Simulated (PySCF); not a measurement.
```xyz
3
charge -1 multiplicity 1, angstrom
Tl    0.0000    0.0000    0.0000
Se    2.4356    0.0000    0.0000
Se   -2.4356    0.0000    0.0000
```

These are results of PBE0 in PySCF with Tl def2-SVPD with ECP60, Se def2-SVPD; scalar-relativistic core potentials, no spin–orbit coupling; density-fitted integrals, not measurements.

This geometry of TlSe₂⁻ is a stationary point at this level.

(1) What is the point group?

(2) Is it a minimum?

(3) Give the atomic charges and bond orders.

(4) Give the ideal-gas entropy at 298.15 K and 1 bar by parts.

Answers

(1) D∞h.

(2) Yes: all harmonic wavenumbers are real.

(3) 
```csv
atom,Mulliken,Löwdin,polar tensor,Mayer order to Tl1
Tl1,0.46,0.00,0.70,–
"Se2,3",-0.73,-0.50,-0.85,1.31
```

(4) translation 182.4, rotation 80.4, vibration 50.6, spin 0.0; total 313.4 J/(mol K).

This need not be the most stable arrangement of these atoms. The lowest empty level of this anion is unbound, so it and the gap depend on the basis. No spin–orbit coupling is included, which matters more the heavier the element.
